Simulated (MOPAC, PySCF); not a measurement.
Series B-XY, Y = H, computed as singlets and as triplets. Gas-phase values, no solvent. One relaxed conformer stands for each flexible species; it need not be the lowest. Strings in code marks are SMILES.

Quantity: adiabatic spin-state energy, in eV. Semi-empirical values (MOPAC) are differences of heats of formation. Levels without diffuse functions put anions too high.

Level 1: B3LYP/6-311+G** // PBE0-D3(BJ)/def2-TZVPD (PySCF)
Level 2: PBE/6-31G* // PBE0-D3(BJ)/def2-TZVPD (PySCF)
Level 3: SVWN5/6-31G* // PBE0-D3(BJ)/def2-TZVPD (PySCF)
Level 4: AM1 // PBE0-D3(BJ)/def2-TZVPD (MOPAC)

```
species                                           level 1     level 2  level 3  level 4
---------------------------------------------  ----------  ----------  -------  -------
`[BH-]O`: multiplicity 3 minus multiplicity 1        0.68  (withheld)     0.74     1.92
`[BH-]S`: multiplicity 3 minus multiplicity 1  (withheld)  (withheld)     0.58     1.30
`[BH-]N`: multiplicity 3 minus multiplicity 1  (withheld)        0.75     0.90     1.83
`[BH-]B`: multiplicity 3 minus multiplicity 1        0.77        0.55     0.79   -0.126
```

Question: Fill in the missing entries.

Answer: 
- `[BH-]O`: multiplicity 3 minus multiplicity 1, level 2: 0.63
- `[BH-]S`: multiplicity 3 minus multiplicity 1, level 1: 0.64
- `[BH-]S`: multiplicity 3 minus multiplicity 1, level 2: 0.44
- `[BH-]N`: multiplicity 3 minus multiplicity 1, level 1: 1.07
